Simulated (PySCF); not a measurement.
Compound: [Ag(CN)3]2-, C3AgN3 (charge -2 and singlet state).
Bonds: Ag1–C2, Ag1–C4, Ag1–C6, C2–N3, C4–N5, C6–N7.

Level of theory: PBE0-D3(BJ)/def2-SVP geometry optimisation, gas phase, def2 core potentials past Kr (PySCF).

(1) List the bond lengths and angles at this level.

Results:

(1) 
| bond | length (pm) |
| --- | --- |
| Ag1–C2, Ag1–C4, Ag1–C6 | 220.0 |
| C2–N3, C4–N5, C6–N7 | 117.3 |

Bonds in one row agree within 1 pm and their mean is given. A selection of angles:
| angle | degrees |
| --- | --- |
| C2–Ag1–C4 | 120.2 |
| Ag1–C2–N3 | 179.8 |

All 3 C–N bonds measure 1.173 Å. The 7 heavy atoms lie in one plane (0.002 Å rms). Ag1 (silver bonded to 3 C) is planar (angles 120.3°, 120.2° and 119.5°, sum 360.0°, 0.00 Å off the plane of its three neighbours).

Point group: D3h (every atom within 0.08 Å of its image). Not checked by PBE0-D3(BJ)/def2-SVP frequencies. Whether so highly charged an anion holds all its electrons in the gas phase wasn't checked; a finite basis holds them in any case. The ion is multiply charged and computed without counter-ions or solvent. The geometry's basis has no diffuse functions, a weakness for an anion.
